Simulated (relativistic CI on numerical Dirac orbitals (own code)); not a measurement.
**Fe⁷⁺: 2p photoemission**

Computed with this model: Dirac-Coulomb-Breit CI, separate exchange-only KLI orbitals for each configuration, model QED, valence Slater integrals scaled by 0.8, multiplet model of photoemission in the sudden approximation; configurations [Ar] 3d → [He] 2s2 2p5 3s2 3p6 3d; 300 K; Lorentzian 0.5 eV and Gaussian 0.6 eV FWHM. Energies are those of the free ion, without screening or charge transfer. The energies are binding energies and can lie tens of eV above those of solids. S is read from ⟨S²⟩ = S(S + 1).

Field parameters in Wybourne normalisation: D3d B²₀ = −7Dσ, B⁴₀ = −14Dq − 21Dτ, B⁴₃ = −14√(10/7) Dq; D4h B²₀ = −7Ds, B⁴₀ = 21(Dq − Dt), B⁴₄ = 21√(5/14) Dq; Td as Oh with Dq negative (B⁴₀ = 21Dq, B⁴₄ = √(5/14) B⁴₀). The field is a parameter set, without covalency.

Peaks in eV (height, largest 100): 883.6 (100), 889.0 (14), 896.0 (75), 900.4 (18).

Problem. Which surroundings give this spectrum?
A. D4h, 10Dq = 28650, Ds = 450, Dt = 920 cm⁻¹
B. Td, 10Dq = -7150 cm⁻¹
C. D3d, 10Dq = 11900, Dσ = 920, Dτ = -300 cm⁻¹
D. Td, 10Dq = -10400 cm⁻¹

Solution. B. Td, 10Dq = -7150 cm⁻¹, where the ground state has S = 0.50.
